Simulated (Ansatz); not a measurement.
`[CH3][Ge]([F])([F])[Br]` + NH₃ → `[CH3][Ge]([NH2])([F])[F]` + HBr at 700 K and 1 bar (ligand exchange at a Ge–Br bond).

Computed with Ansatz on PBE0-D4/def2-TZVP structures; ΔE is electronic, products minus reactants. CCSD(T)/CBS is the MP2 limit (def2-TZVPP, def2-QZVPP) plus CCSD(T) − MP2 in def2-TZVPP, frozen cores. This one scheme is used for every species. For Br, Ge outer-core shells are correlated without core-valence functions, which leaves a few kJ/mol of doubt a bond. Scalar relativity is left out up to krypton. One conformer a species, not always the lowest.

```csv
species,CCSD(T)/CBS energy (Eh),H − E (kJ/mol),S (J/(mol·K))
`[CH3][Ge]([F])([F])[Br]`,-4889.01358,183.9,473.3
NH₃,-56.50880,116.9,226.5
`[CH3][Ge]([NH2])([F])[F]`,-2371.58148,257.8,482.3
HBr,-2573.91920,36.5,223.7
```

H − E and S are ideal-gas, rigid-rotor, harmonic terms from PBE0-D4/def2-TZVP, for one conformer and one mirror image of each species. 1 Eh = 2625.50 kJ/mol, R = 8.31446 J/(mol·K).

By hand: ΔE, ΔH, ΔS and ΔG.

ΔE = (-2371.58148) + (-2573.91920) − (-4889.01358) − (-56.50880) = 0.02170 Eh = 57.0 kJ/mol. Δ(H − E) = 257.8 + 36.5 − 183.9 − 116.9 = -6.5, so ΔH = 50.5 kJ/mol. ΔS = 482.3 + 223.7 − 473.3 − 226.5 = 6.2 J/(mol·K). ΔG = 50.5 − 700 × (6.2)/1000 = 46.2 kJ/mol.

By hand: the equilibrium constant, and the temperature at which ΔG would vanish if ΔH and ΔS stayed fixed.

log₁₀ K = −ΔG/(RT ln 10) = -3.4. ΔG = 0 at ΔH/ΔS = 8145 K, far beyond where these terms or the molecules hold.

The number of gas molecules stays the same, so ΔS is small and ΔH decides. A doubt of 5 kJ/mol in ΔE shifts log₁₀ K by 0.4 here. Other conformers and mirror images would add mixing entropy, several J/(mol·K) or more a flexible species. These are equilibria of isolated gas molecules and say nothing of rates. Largest T1 diagnostic: 0.011 (customary marks: 0.02 for closed shells, 0.045 for open ones).
